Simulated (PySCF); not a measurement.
CH₁₀O₂Si₃, SMILES O[Si@@H](C)O[SiH2][SiH3].

Geometry optimised at B3LYP-D3(BJ)/def2-SVP. The structure was generated by enumeration; whether it is a known compound was not checked. The values are those of a single conformer.

Two levels are set side by side: TDA-PBE/def2-SVPD (PySCF) and TDA-B3LYP/def2-SVPD (PySCF). Vertical, same geometry. The lowest singlet is HOMO→LUMO 93 % with PBE and HOMO→LUMO 94 % with the other functional; states are paired by order. Differences are taken from unrounded values.

| quantity | TDA-PBE |
|---|---|
| lowest singlet excitation (eV) | 5.92 |
| lowest triplet excitation (TDA) (eV) | 5.35 |

These are the TDA-PBE values. What does TDA-B3LYP give? (The exact figures need the calculation; the answer reports its results.)


| quantity | TDA-B3LYP | TDA-PBE minus TDA-B3LYP |
|---|---|---|
| lowest singlet excitation (eV) | 6.37 | -0.44 |
| lowest triplet excitation (TDA) (eV) | 5.73 | -0.38 |

A lower first singlet is the usual sign of a functional without exact exchange. Differences between two approximate levels are no errors against the true value.

Rough cost on one machine, each run with all the roots and properties that it gave: TDA-B3LYP against TDA-PBE about 2 times.
